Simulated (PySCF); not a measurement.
**Functional dependence of a UV spectrum**

Species: C3H10AlClS.
SMILES: `C[S+](C)[AlH2-][CH2]Cl`

Linear-response calculations in the def2-SVPD basis (PySCF; singlets by full response, triplets Tamm–Dancoff, core orbitals frozen in the response; HF means time-dependent Hartree–Fock). 'Strongest' is the level of largest summed f among the singlets computed (10 roots, of which the last may lack a degenerate partner); it can jump between rows when another state enters that window. S1 is the lowest singlet of each run and needn't be the same state throughout; f(S1) is that of one state. Isolated species at its PBE0-D3(BJ)/def2-SVP geometry (one conformer only).

```
functional                               kind  S1 (eV)  f(S1)  strongest (eV)  T1 (eV)  HOMO (eV)  gap (eV)  ionisation energy, ΔSCF (eV)
       LDA                                LDA     4.67  0.022            4.67     4.48      -5.92      4.56                          9.63
       PBE                                GGA     4.69  0.023            4.69     4.49      -5.82      4.60                          9.59
     B3LYP  global hybrid, 20% exact exchange     5.46  0.038            5.46     5.04      -6.86      6.28                          9.77
      PBE0  global hybrid, 25% exact exchange     5.65  0.044            6.94     5.12      -7.08      6.75                          9.05
 BHandHLYP  global hybrid, 50% exact exchange     6.15  0.048            7.50     5.50      -8.26      8.67                          9.23
 CAM-B3LYP             range-separated hybrid     5.96  0.043            7.27     5.34      -8.44      8.98                          9.26
   wB97X-D             range-separated hybrid     6.06  0.046            7.37     5.44      -8.95     10.31                          9.23
   LC-wPBE             range-separated hybrid     6.34  0.037            7.88     5.56      -9.81     11.38                          9.45
        HF                       Hartree–Fock     6.87  0.048            8.17     5.99     -10.12     11.90                   not settled
```

S1 runs from 4.67 eV (LDA) to 6.87 eV (HF), a spread of 2.20 eV, while the orbital gap spreads over 7.3 eV. Along PBE (0%), B3LYP (20%), PBE0 (25%), BHandHLYP (50%), HF (100%) S1 rises with the share of exact exchange. −ε(HOMO) comes closest to its own ΔSCF ionisation energy with wB97X-D (-0.28 eV) and misses most with PBE (-3.78 eV). 'Not settled' means that the ion's SCF failed to converge or may have ended in another state than the lowest.
